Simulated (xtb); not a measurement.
xtb input (GFN2-xTB):

```bash
xtb mol.xyz --gfn 2 --ohess tight --chrg 0 --uhf 0
```
mol.xyz:
```
5

Br    -1.85464271     0.57176514     0.00194166
Ge    -0.00570374    -0.92109781     0.05971009
Br     1.94620726     0.37965820    -0.03590526
H     -0.09792602    -1.68599245     1.39152369
H     -0.08553064    -1.71417434    -1.19252587
```

Output:

```
           -------------------------------------------------
          |                Calculation Setup                |
           -------------------------------------------------

           -------------------------------------------------
          |                 G F N 2 - x T B                 |
           -------------------------------------------------

        Reference                      10.1021/acs.jctc.8b01176
      * Hamiltonian:
        H0-scaling (s, p, d)           1.850000    2.230000    2.230000
        zeta-weighting                 0.500000
      * Dispersion:
        s8                             2.700000
        a1                             0.520000
        a2                             5.000000
        s9                             5.000000
      * Repulsion:
        kExp                           1.500000    1.000000
        rExp                           1.000000
      * Coulomb:
        alpha                          2.000000
        third order                    shell-resolved
        anisotropic                    true
        a3                             3.000000
        a5                             4.000000
        cn-shift                       1.200000
        cn-exp                         4.000000
        max-rad                        5.000000

          ...................................................
          :                      SETUP                      :
          :.................................................:
          :  # basis functions                  32          :
          :  # atomic orbitals                  29          :
          :  # shells                           11          :
          :  # electrons                        20          :
          :  max. iterations                   250          :
          :  Hamiltonian                  GFN2-xTB          :
          :  restarted?                      false          :
          :  GBSA solvation                  false          :
          :  PC potential                    false          :
          :  electronic temp.          300.0000000     K    :
          :  accuracy                    1.0000000          :
          :  -> integral cutoff          0.2500000E+02      :
          :  -> integral neglect         0.1000000E-07      :
          :  -> SCF convergence          0.1000000E-05 Eh   :
          :  -> wf. convergence          0.1000000E-03 e    :
          :  Broyden damping             0.4000000          :
          :  net charge                          0          :
          :  unpaired electrons                  0          :
          ...................................................

 iter      E             dE          RMSdq      gap      omega  full diag
   1    -11.0664808 -0.110665E+02  0.100E+01    4.89       0.0  T
   2    -10.9118962  0.154585E+00  0.162E+01    6.23       1.0  T
   3    -11.2083812 -0.296485E+00  0.514E+00    5.56       1.0  T
   4    -11.2201337 -0.117526E-01  0.240E+00    5.20       1.0  T
   5    -11.2192129  0.920888E-03  0.220E+00    5.19       1.0  T
   6    -11.2227103 -0.349745E-02  0.589E-01    5.29       1.0  T
[...]

           -------------------------------------------------
          |                Geometry Summary                 |
           -------------------------------------------------

      molecular mass/u    :      234.4504872
   center of mass at/Å    :        0.0173211       0.0190727       0.0201503
  moments of inertia/u·Å² :        0.9486958E+02   0.5592222E+03   0.6476487E+03
rotational constants/cm⁻¹ :        0.1776927E+00   0.3014479E-01   0.2602898E-01

 * 4 selected distances

     #   Z          #   Z                                           value/Å
     1  35 Br       2  32 Ge                                      2.2794385 (max)
     2  32 Ge       3  35 Br                                      2.2788345
     2  32 Ge       4   1 H                                       1.5134079
     2  32 Ge       5   1 H                                       1.5132897 (min)

 * 2 distinct bonds (by element types)

   Z      Z             #   av. dist./Å        max./Å        min./Å
   1 H   32 Ge          2     1.5133488     1.5134079     1.5132897
  32 Ge  35 Br          2     2.2791365     2.2794385     2.2788345

           -------------------------------------------------
          |               Frequency Printout                |
           -------------------------------------------------
 projected vibrational frequencies (cm⁻¹)
eigval :       -0.00     0.00     0.00     0.00     0.00     0.00
eigval :       90.42   271.22   306.40   417.09   582.65   660.17
eigval :      773.07  1841.91  1902.11
 reduced masses (amu)
   1: 77.80   2: 78.70   3: 79.33   4: 77.67   5: 76.72   6: 66.59   7: 77.83   8: 76.12
   9: 74.85  10:  7.35  11:  1.46  12:  3.08  13:  1.99  14:  1.54  15:  2.31
 IR intensities (km·mol⁻¹)
   1:  0.42   2:  0.53   3:  0.69   4:  0.45   5:  0.20   6:  8.19   7:  8.03   8: 10.51
   9:  7.05  10: 62.81  11:  0.00  12:754.32  13:272.13  14:102.02  15:315.55
 Raman intensities (Ä⁴*amu⁻¹)
   1:  0.00   2:  0.00   3:  0.00   4:  0.00   5:  0.00   6:  0.00   7:  0.00   8:  0.00
   9:  0.00  10:  0.00  11:  0.00  12:  0.00  13:  0.00  14:  0.00  15:  0.00
 output can be read by thermo (or use thermo option).
 writing <g98.out> molden fake output.
 recommended (thermochemical) frequency scaling factor: 1.0
Molecule has the following symmetry elements: (C2) 2*(sigma)
It seems to be the C2v point group
           -------------------------------------------------
          |             Thermodynamic Functions             |
           -------------------------------------------------

c2v symmetry found (for desy threshold:  0.10E+00) used in thermo

          ...................................................
          :                      SETUP                      :
          :.................................................:
          :  # frequencies                           9      :
          :  # imaginary freq.                       0      :
          :  linear?                             false      :
          :  only rotor calc.                    false      :
          :  symmetry                              c2v      :
          :  rotational number                       2      :
          :  scaling factor                  1.0000000      :
          :  rotor cutoff                   50.0000000 cm⁻¹ :
          :  imag. cutoff                  -20.0000000 cm⁻¹ :
          :.................................................:

    mode    ω/cm⁻¹     T·S(HO)/kcal·mol⁻¹    T·S(FR)/kcal·mol⁻¹   T·S(vib)
   ------------------------------------------------------------------------
       1     90.42    -1.08853 ( 91.45%)    -0.88092 (  8.55%)    -1.07078
       2    271.22    -0.47358 ( 99.88%)    -0.55559 (  0.12%)    -0.47368
   ------------------------------------------------------------------------

   temp. (K)  partition function   enthalpy   heat capacity  entropy
                                   cal/mol     cal/K/mol   cal/K/mol   J/K/mol
 298.15  VIB   6.59                 1445.762      9.405      8.537
         ROT  0.224E+06              888.752      2.981     27.462
         INT  0.148E+07             2334.514     12.386     35.999
         TR   0.347E+28             1481.254      4.968     42.239
         TOT                        3815.7682    17.3538    78.2375   327.3455

       T/K    H(0)-H(T)+PV         H(T)/Eh          T*S/Eh         G(T)/Eh
   ------------------------------------------------------------------------
    298.15    0.608081E-02    0.216750E-01    0.371731E-01   -0.154982E-01
   ------------------------------------------------------------------------

         :::::::::::::::::::::::::::::::::::::::::::::::::::::
         ::                  THERMODYNAMIC                  ::
         :::::::::::::::::::::::::::::::::::::::::::::::::::::
         :: total free energy         -11.225753418710 Eh   ::
         ::.................................................::
         :: total energy              -11.210255245783 Eh   ::
         :: zero point energy           0.015594153429 Eh   ::
         :: G(RRHO) w/o ZPVE           -0.031092326356 Eh   ::
         :: G(RRHO) contrib.           -0.015498172927 Eh   ::
         :::::::::::::::::::::::::::::::::::::::::::::::::::::

optimized geometry written to: xtbopt.xyz

           -------------------------------------------------
          | TOTAL ENERGY              -11.210255245783 Eh   |
          | TOTAL ENTHALPY            -11.188580278725 Eh   |
          | TOTAL FREE ENERGY         -11.225753418710 Eh   |
          | GRADIENT NORM               0.000276744478 Eh/α |
          | HOMO-LUMO GAP               5.892257569656 eV   |
           -------------------------------------------------

------------------------------------------------------------------------
------------------------------------------------------------------------
 total:
 SCF:
 ANC optimizer:
 analytical hessian:
Note: The following floating-point exceptions are signalling: IEEE_DENORMAL
normal termination of xtb
```
